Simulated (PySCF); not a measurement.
## H₂RuS at several levels of theory

All levels use the PBE0 minimum (triplet; Ru–H 1.607 Å (×2), Ru–S 2.021 Å; H–Ru–H 133.6°, H–Ru–S 113.2° (×2)), basis [Ru def2-TZVP with ECP28, S def2-TZVP, H def2-TZVP], scalar-relativistic core potentials, density fitting, no spin–orbit coupling, PySCF. For vertical energies the ionised species is a doublet (spins chosen at PBE0 and kept) and the electron-attached one a doublet. Atomisation goes to high-spin ground-configuration atoms, without zero-point energy. Open shells are unrestricted, also as the reference of the correlated levels. A dash marks a value that was not computed or is not defined at that level.

Z-matrix (Å, degrees; charge 0 multiplicity 3):
```
Ru
S  1 2.0209
H  1 1.6069 2 113.18
H  1 1.6069 2 113.18 3 180.00
```

```csv
level,atomisation (kJ/mol),vertical IP (eV),vertical EA (eV),−ε(HOMO) (eV),dipole (D)
PBE0,877,9.13,1.64,6.98,1.30
HF,302,8.08,1.01,9.64,1.74
MP2,864,9.73,1.37,–,–
PBE,987,8.88,1.65,5.58,1.02
```

Spin contamination in at least one species weakens the values at: HF, MP2.

Without diffuse functions attachment energies tend to come out too low.

Open d and f shells are described by one determinant, and the ground state may have another occupation or spin.
